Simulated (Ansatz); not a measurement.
Breaking a bond: ClLi, singlet.

Levels of theory: RHF/cc-pVDZ (Ansatz, an electronic-structure program); RMP2 = MP2 on RHF/cc-pVDZ, frozen core (Ansatz); RCCSD = Ansatz with CCSD on RHF/cc-pVDZ, frozen core; RCCSD(T) = Ansatz with CCSD(T) on RHF/cc-pVDZ, frozen core; UHF/cc-pVDZ (Ansatz); RKS-PBE = Ansatz with restricted PBE/cc-pVDZ; UKS-PBE = unrestricted PBE/cc-pVDZ (Ansatz); RKS-PBE0 = restricted PBE0/cc-pVDZ run with Ansatz; UKS-PBE0 = Ansatz with unrestricted PBE0/cc-pVDZ; FCI = Ansatz with full CI/cc-pVDZ, frozen core.

All curves are set to zero at 2.07 Å and compared with full CI in the same basis at 2.07, 2.19, 2.24, 2.34, 2.39, 2.50, 2.62, 2.71, 2.92, 3.09, 3.36, 3.68, 4.08, 4.51, 5.09, 5.71, 6.73, 7.78 Å.

Question: Order the methods by the spread of their error (largest minus smallest) over these points.

Answer: RKS-PBE0 has the smallest spread and RCCSD(T) the largest. In order (kJ/mol): RKS-PBE0 35.91, UKS-PBE0 51.28, RKS-PBE 58.85, UKS-PBE 75.42, RMP2 77.49, RHF 78.77, UHF 79.36, RCCSD 93.39, RCCSD(T) 105.46.

Errors against full CI at some of the points (kJ/mol):

| method | 2.62 Å | 3.09 Å | 4.08 Å | 5.09 Å | 7.78 Å |
|---|---|---|---|---|---|
| RKS-PBE0 | 3.9 | 1.1 | -10.8 | -24.5 | 11.4 |
| UKS-PBE0 | 3.9 | 1.1 | -11.1 | -39.2 | -30.3 |
| RKS-PBE | 1.6 | -3.8 | -25.1 | -51.5 | -34.3 |
| UKS-PBE | 1.6 | -3.8 | -25.9 | -62.5 | -59.8 |
| RMP2 | 0.6 | 0.7 | 0.6 | 4.0 | 77.5 |
| RHF | 0.9 | -1.3 | -8.3 | -9.5 | 68.7 |
| UHF | 0.9 | -1.3 | -8.3 | -48.0 | -78.3 |
| RCCSD | 0.6 | 0.7 | 0.4 | 2.2 | 93.4 |
| RCCSD(T) | 0.1 | 0.2 | 0.2 | 0.5 | 97.3 |

The restricted form behind RHF, RMP2, RKS-PBE, RKS-PBE0 keeps the bonding electrons paired and can't separate into open-shell fragments. The T1 diagnostic of CCSD on the restricted reference of RMP2, RCCSD, RCCSD(T) exceeds 0.045 at 5.09 to 7.78 Å. The unrestricted determinant behind UHF is spin-contaminated at 5.09 to 7.78 Å (<S²> up to 1.0, against 0.00 for a pure singlet). The unrestricted determinant behind UKS-PBE, UKS-PBE0 is spin-contaminated at 4.08 to 7.78 Å (<S²> up to 0.6, against 0.00 for a pure singlet).
